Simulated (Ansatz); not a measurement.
Born–Oppenheimer molecular dynamics of Cl3In (4 atoms, charge 0, multiplicity 1). It starts from a relaxed structure.

Method: RHF/def2-SVP in Ansatz.

```yaml
ensemble: NVT, Langevin thermostat
time_step: 2 fs
steps_asked: 150
set_temperature: 500 K
friction: 0.005 /fs
seed: 105384
```

First frame:

```xyz
4
Properties=species:S:1:pos:R:3
In 0.000 0.000 0.000
Cl 0.000 0.000 2.324
Cl 2.013 0.000 -1.162
Cl -2.013 0.000 -1.162
```

Task: What does the run give?

Result: All steps were run.

* steps done: 150
* time covered: 300 fs
* mean temperature over the second half: 341 K
* spread of the potential energy over the second half: 6.6 meV per atom
* mean potential energy of the second half above the start: 15.1 meV per atom

The mean temperature of the second half is 32 % below the set value. A run of 0.3 ps of so small a system gives no equilibrium averages.

Task: What happens to the structure?

Result: The same pairs are bonded in the first frame and the last. Pairs count as bonded within 1.25 times the sum of covalent radii (0.12 Å more for H–H). This is one draw of velocities; another would differ in detail.

Task: How do temperature and energy run in time?

Result: 
| time (fs) | T (K) | potential energy less start (eV) |
| --- | --- | --- |
| 0.0 | 375 | 0.000 |
| 14.0 | 237 | 0.022 |
| 28.0 | 184 | 0.035 |
| 42.0 | 244 | 0.054 |
| 56.0 | 305 | 0.089 |
| 70.0 | 285 | 0.067 |
| 84.0 | 275 | 0.071 |
| 98.0 | 338 | 0.078 |
| 112.0 | 256 | 0.075 |
| 126.0 | 453 | 0.038 |
| 140.0 | 418 | 0.038 |
| 154.0 | 351 | 0.069 |
| 168.0 | 359 | 0.043 |
| 182.0 | 262 | 0.063 |
| 196.0 | 206 | 0.062 |
| 210.0 | 402 | 0.043 |
| 224.0 | 234 | 0.102 |
| 238.0 | 339 | 0.047 |
| 252.0 | 356 | 0.072 |
| 266.0 | 320 | 0.109 |
| 280.0 | 383 | 0.037 |
| 294.0 | 473 | 0.018 |

Time of the run: 3.9 min on 1 thread of Arm Neoverse V2, on a shared host, peak memory 0.17 GiB.
